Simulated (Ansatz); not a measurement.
Basis sets compared for the cluster As2S2. Charge 0, multiplicity 1. Geometry r2SCAN-D4/def2-SVP. Ansatz on 4 threads of Arm Neoverse N1 on a shared host; times are rough, and most runs start from earlier orbitals.

```
atom   x (Å)   y (Å)   z (Å)
 As1   1.202   0.494  -0.117
 As2  -0.961   0.043  -0.882
  S3  -0.633   1.127   1.126
  S4   0.392  -1.664  -0.127
```

The structure comes from a short search, and lower isomers may exist.

Binding counts from free atoms (As quartet, S triplet) in the same basis, without a counterpoise term.

| level | functions | energy (Eh) | HOMO (eV) | LUMO (eV) | binding per atom (eV) | wall time |
| --- | --- | --- | --- | --- | --- | --- |
| PBE-D4/def2-SVP | 100 | -5266.4111 | -5.59 | -2.96 | 2.86 | 1.2 s |
| PBE-D4/def2-TZVP (with forces) | 170 | -5267.2498 | -5.73 | -3.06 | 2.94 | 3 s |
| r2SCAN-D4/def2-TZVP | 170 | -5268.1680 | -6.00 | -3.07 | 2.73 | 7 s |
| PBE0-D4/def2-SVP | 100 | -5266.5879 | -6.75 | -2.31 | 2.61 | 2 s |
| PBE0-D4/def2-TZVP | 170 | -5267.4248 | -6.80 | -2.36 | 2.72 | 5.5 s |

(1) Estimate the rows for PBE-D4/def2-TZVPD, r2SCAN-D4/def2-TZVPD, PBE0-D4/def2-TZVPD.

## Answers

(1) 
| level | functions | energy (Eh) | HOMO (eV) | LUMO (eV) | binding per atom (eV) | wall time |
| --- | --- | --- | --- | --- | --- | --- |
| PBE-D4/def2-TZVPD | 200 | -5267.2523 | -5.81 | -3.13 | 2.95 | 3.9 s |
| r2SCAN-D4/def2-TZVPD | 200 | -5268.1701 | -6.04 | -3.11 | 2.74 | 10 s |
| PBE0-D4/def2-TZVPD | 200 | -5267.4270 | -6.84 | -2.41 | 2.72 | 6.5 s |
